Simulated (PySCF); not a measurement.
Al (aluminium, neutral) across methods

[Ne] 3s1 3p1 3d1, one real determinant (an excited configuration). Calculation: PySCF 2.14, in aug-cc-pCVTZ-DK with one added diffuse shell each of s, p, d, f type (9s8p6d4f, 91 functions); scalar relativity by spin-free X2C-1e.

```tsv
method	E (hartree)	mean ε 3s α (eV)	mean ε 3p α (eV)	mean ε 3d α (eV)	Σ⟨r²⟩ (bohr²)	⟨S²⟩
BLYP	-242.5136	-11.758	-6.069	-0.923	82.31	3.750
PBE	-242.3719	-11.839	-6.223	-1.024	76.65	3.750
HSE06	-242.4061	-12.820	-6.962	-1.038	82.42	3.750
BHandHLYP	-242.4978	-14.494	-8.321	-1.367	93.11	3.750
PBE0	-242.3895	-13.187	-7.329	-1.279	81.24	3.750
r2SCAN	-242.4760	-12.188	-6.486	-0.943	78.53	3.750
UHF	-242.04078	-16.998	-10.528	-1.722	105.2	3.750
PW91	-242.4892	-11.865	-6.236	-1.024	75.71	3.750
LDA	-241.4441	-11.912	-6.147	-0.967	76.37	3.750
```

⟨L²⟩ = 8.00 against 12 for a pure F term, so this real determinant mixes terms. The outer electron is Rydberg-like, and this basis confines it to a smaller radius and binds it less than a complete one would.
